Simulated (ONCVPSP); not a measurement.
# Varying the ONCV potential for titanium (Ti)

Base potential:

ONCVPSP 4.0.1 input, shortened (lines: element, Z, core and valence counts, functional; n l f; lmax; l rc ep ncon nbas qcut; lloc lpopt rc5 dvloc0; l nproj debl; icmod fcfact rcfact), PW91, scalar-relativistic:

```
  Ti 22.00    3    5  -109134      upf
    1    0    2.00
    2    0    2.00
    2    1    6.00
    3    0    2.00
    3    1    6.00
    3    2    2.00
    4    0    1.00
    4    1    1.00
    2
    0    2.00    0.00    4    8    7.70
    1    1.80    0.00    4    7    6.60
    2    2.60    0.00    4    9    6.90
    4    5    1.35    3.00
    0    2    3.50
    1    3    2.00
    2    2    3.40
    1    0.20    0.00
```

All-electron outer shells of the reference configuration (PW91, scalar-relativistic, ld1.x):

| shell | level (eV) | outermost node (bohr) | outermost maximum (bohr) |
| --- | --- | --- | --- |
| 2s | -538.38 | 0.09 | 0.27 |
| 2p | -445.86 | – | 0.22 |
| 3s | -63.98 | 0.40 | 0.87 |
| 3p | -40.24 | 0.37 | 0.90 |
| 3d | -5.55 | – | 0.97 |
| 4s | -5.27 | 1.24 | 2.88 |
| 4p | -2.10 | 1.38 | 3.70 |

Cutoffs, loose and tight: the cutoffs (Ha) at which the residual kinetic energy of the hardest occupied pseudo-wave falls to 1 and 0.1 mHa per electron. They do not see the model core or the augmentation charge, which bear on the density cutoff. Test errors are all-electron minus pseudo excitation energies from the reference, over the configurations 3s2 3p6 3d2 4s2 4p0; 3s2 3p6 3d2 4s1 4p0; 3s2 3p6 3d2 4s0 4p0; 3s2 3p6 3d1 4s2 4p0. A dash means not determined; rows that change the core or the reference have their own tests.

```csv
change,outcome,"cutoff, loose","cutoff, tight",bound ghosts,GHOST(+) flags above zero,largest test error (meV)
base,generated,17 Ha,20 Ha,none,none,+249
p: qcut 4.3,generated,42 Ha,49 Ha,none,p,+239
p: qcut 5.5,generated,17 Ha,42 Ha,none,none,+247
p: qcut 7.2,generated,19 Ha,22 Ha,none,none,+250
p: qcut 8.4,generated,20 Ha,25 Ha,none,none,+251
p: qcut 9.8,generated,20 Ha,24 Ha,none,none,+251
```

Reading the sweep of the qcut of the p channel (base included, trends over the rows without a ghost): The loose cutoff is not monotonic: lowest 17 Ha at 5.5 1/bohr, highest 42 Ha at 4.3 1/bohr. The median size of the test errors (rows with all tests solved) stays near 3.9 meV.
